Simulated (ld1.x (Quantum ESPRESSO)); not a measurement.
# Pseudopotential generation for rhodium: TM, PBE, scalar-relativistic.

- Element: Rh (Z = 45)
- Generator: ld1.x (Quantum ESPRESSO) 7.5
- Type: norm-conserving Troullier–Martins (Kleinman–Bylander form)
- Functional: PBE
- Relativity: scalar-relativistic
- Frozen core: [Ar] 3d10 4s2
- Valence charge: 15
- Reference configuration: 4p6 4d6 5s0 5p0 (charge +3)
- Partial waves: 4p (bound): rc 1.15 bohr; 4d (bound): rc 1.45 bohr; 4f channel at 0.05 Ry: rc 1.90 bohr; 5s (bound, empty): rc 2.20 bohr
- Local potential: the s channel
- Core correction: Bessel-smoothed model core inside 0.85 bohr

* Cutoffs needed: 120 Ry and 160 Ry (the cutoffs (Ry, on a coarse ladder) from which the occupation-weighted sum of valence levels, in a spherical-Bessel basis at the reference potential, stays within 10 and 1 mRy of its value at 400 Ry)
* Ghost test: no extra level below or beside the all-electron valence levels (p, d, f, s tested) (spherical-Bessel basis up to 400 Ry, 20 bohr box)
* Largest excitation error: -821 meV (all-electron minus pseudo) for 4p6 4d8 5s0 5p1, out of 7 test configurations
